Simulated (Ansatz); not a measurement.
Ideal-gas functions of Cl3H3SiSn, SMILES `Cl[Si](Cl)(Cl)[SnH3]` at 298.15 K and 1 bar, from an Ansatz frequency run at PBE0-D4/def2-TZVP.

Molar mass 256.18 g/mol, point group C3v (symmetry number 3), electronic degeneracy 1, moments of inertia 395.608, 847.285, 847.298 u Å². Harmonic wavenumbers (cm⁻¹, unscaled): 64, 82, 82, 142, 174, 174, 308, 395, 395, 527, 584, 585, 661, 720, 720, 1955, 1964, 1964.

Use S(trans) = R[1.5 ln M + 2.5 ln T − 1.1517]; rotational temperatures θ = 24.2544 K / I; S(rot) = R[ln(√π/σ · √(T³/θAθBθC)) + 1.5]; for each mode x = 1.438777 ν̃/T, S = R[x/(eˣ − 1) − ln(1 − e⁻ˣ)] and H = RT x/(eˣ − 1); 1 cm⁻¹ = 0.0119627 kJ/mol; R = 8.31446 J/(mol·K).

**Question.** By hand: the entropy, in J/(mol·K).

**Answer.** Translation 178.0. Rotation: θ = 0.0613, 0.0286, 0.0286 K, giving 120.3. Vibration, mode by mode: 18.12, 16.08, 16.08, 11.62, 10.01, 10.01, 5.74, 4.11, 4.11, 2.49, 2.00, 1.99, 1.49, 1.19, 1.19, 0.01, 0.01, 0.01, in all 106.2. Electronic 0.0. Sum 404.5 J/(mol·K).

**Question.** By hand: H − E and G − E in kJ/mol, counted from the electronic energy.

**Answer.** Zero-point energy ½ × 11496 × 0.0119627 = 68.8; thermal vibration 16.1; translation, rotation and pV give 4 RT = 9.9. H − E = 94.8 kJ/mol, and G − E = 94.8 − 298.15 × 404.5/1000 = -25.8 kJ/mol.

Vibration gives 26 % of the entropy, 61.9 J/(mol·K) of it from the modes under 150 cm⁻¹: soft modes count most, and the harmonic formula is weakest for them.
